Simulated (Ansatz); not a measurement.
The first iterations of a band of BBrCl2H2O (7 atoms, charge 0, multiplicity 1).

Computed with RKS PBE-D4/def2-SVP in Ansatz.

```
movable images  : 5
climbing image  : yes
spring          : 0.1 eV/Å²
optimiser       : quadratic models (default)
start path      : through a guess of the saddle point
force threshold : 0.05 eV/Å
iteration limit : 60
end points      : relaxed
```

Image 0:

```xyz
7
Properties=species:S:1:pos:R:3
B 0.220 -0.585 0.058
Br 2.093 0.161 -0.069
Cl -0.143 -1.928 -1.073
Cl -0.375 -0.802 1.776
H 0.036 1.417 -0.595
O -0.671 0.738 -0.457
H -1.159 0.999 0.360
```

Image 6:

```xyz
7
Properties=species:S:1:pos:R:3
B -0.666 -0.868 0.379
Br 2.376 1.647 -1.510
Cl 0.174 -2.069 -0.582
Cl -1.909 -1.338 1.550
H 1.207 1.140 -0.824
O -0.337 0.442 0.204
H -0.844 1.045 0.782
```

| iteration | highest image above the first end (eV) | largest band force component (eV/Å) |
| --- | --- | --- |
| 1 | 0.980 | 4.547 |
| 2 | 0.607 | 2.944 |
| 3 | 0.663 | 1.810 |
| 4 | 0.759 | 1.555 |
| 5 | 0.526 | 1.687 |
| 6 | 0.516 | 1.622 |
| 7 | 0.489 | 1.068 |
| 8 | 0.488 | 0.906 |

Does the band converge within its limit, and where does its top end?

The run converged. It ended after 24 iterations with the highest image 0.459 eV above the first end. Another band between the same ends (5 images) ends at a top of the same energy, where a vibrational analysis finds 1 clearly imaginary mode. The orbitals stay closed-shell, which can raise the energy where a bond breaks towards radicals; this wasn't checked here.

The run took 2.6 min on 2 threads of Intel(R) Xeon(R) Platinum 8488C (Sapphire Rapids), on a shared host, peak memory 0.17 GiB.
